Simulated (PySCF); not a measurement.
Planning a shielding job on `C#[C][AlH][N]([SiH3])C(C)C`.

Method: GIAO PBE0/pcSseg-1 NMR shielding, non-relativistic, gas phase (PySCF 2.14.0, density-fitted response routines). Geometry: GFN2-xTB. Work: shieldings, charges and field gradients, density fitting. The command runs a driver script over a list of jobs; the input below is this job's line of settings and its coordinates in Å.

Command:
```bash
OMP_NUM_THREADS=1 python probes_run.py task.json out
```

Input:
```
{"job": {"kind": "nmr", "xc": "PBE0", "basis": "pcSseg-1"}, "charge": 0, "multiplicity": 1}
C      2.613310     2.586459    -2.029043
C      2.141051     1.929617    -1.127032
Al     1.386478     0.815595     0.280797
N      0.342636    -0.618198    -0.111829
Si     0.862408    -2.234205    -0.465462
C     -1.094280    -0.365441    -0.042362
C     -1.630810    -0.660336     1.357344
C     -1.344299     1.091909    -0.405723
H      3.027953     3.167482    -2.806939
H      1.676066     1.103579     1.767244
H      0.505565    -3.189641     0.594477
H      0.222672    -2.679631    -1.710196
H      2.319082    -2.113837    -0.591018
H     -1.617061    -1.007449    -0.765225
H     -1.101865    -0.034602     2.077178
H     -2.697714    -0.453960     1.416150
H     -1.458443    -1.702896     1.610603
H     -0.787005     1.727845     0.296425
H     -2.399383     1.351212    -0.349630
H     -0.971508     1.297176    -1.408492
```

Hardware: one thread of an AMD EPYC, no GPU, shared host with 64 logical CPUs at a one-minute load of 54. PySCF's memory limit was set to 1040 MB.

**Question.** How large is the basis?

**Answer.** 210 functions for 76 electrons, with 1129 fitting functions; the fitted three-index integrals, 1129 × 210 × 211/2 numbers of 8 bytes, come to 190 MiB.

**Question.** Which is nearest to the wall time?
A. 11 s
B. 89 s
C. 1.5 s

**Answer.** B. The run took 89 s. The SCF took 14 cycles.

**Question.** Estimate the peak memory.

**Answer.** About 1.0 GiB. Peak memory is the resident size of the whole Python process, interpreter and libraries included.

The SCF part of the output:
```
coarse grid: 17184 points
cycle   1  E = -783.6572512255  dE =  5.903e-01  |g| = 6.291e-01  |ddm| = 4.036e+00
cycle   2  E = -783.5776073726  dE =  7.964e-02  |g| = 8.565e-01  |ddm| = 1.510e+00
cycle   3  E = -783.7478409259  dE = -1.702e-01  |g| = 1.669e-01  |ddm| = 9.742e-01
cycle   4  E = -783.7540220619  dE = -6.181e-03  |g| = 5.077e-02  |ddm| = 1.680e-01
cycle   5  E = -783.7544139662  dE = -3.919e-04  |g| = 3.419e-02  |ddm| = 5.659e-02
cycle   6  E = -783.7547022010  dE = -2.882e-04  |g| = 3.863e-03  |ddm| = 2.570e-02
cycle   7  E = -783.7547057819  dE = -3.581e-06  |g| = 8.004e-04  |ddm| = 4.207e-03
final grid: 155312 points
cycle   8  E = -783.8013157222  dE = -3.891e-05  |g| = 8.654e-03  |ddm| = 3.728e-02
cycle   9  E = -783.8013040302  dE =  1.169e-05  |g| = 1.110e-02  |ddm| = 1.851e-02
cycle  10  E = -783.8013345475  dE = -3.052e-05  |g| = 1.419e-03  |ddm| = 1.100e-02
cycle  11  E = -783.8013349761  dE = -4.286e-07  |g| = 3.304e-04  |ddm| = 1.446e-03
cycle  12  E = -783.8013349950  dE = -1.887e-08  |g| = 1.611e-04  |ddm| = 3.730e-04
cycle  13  E = -783.8013350009  dE = -5.886e-09  |g| = 5.728e-05  |ddm| = 1.379e-04
cycle  14  E = -783.8013350017  dE = -7.603e-10  |g| = 1.523e-05  |ddm| = 5.130e-05
converged SCF energy = -783.8013350017
```

On the final grid dE counts from the start density on that grid.

The host was shared with other jobs, so the times are rough.
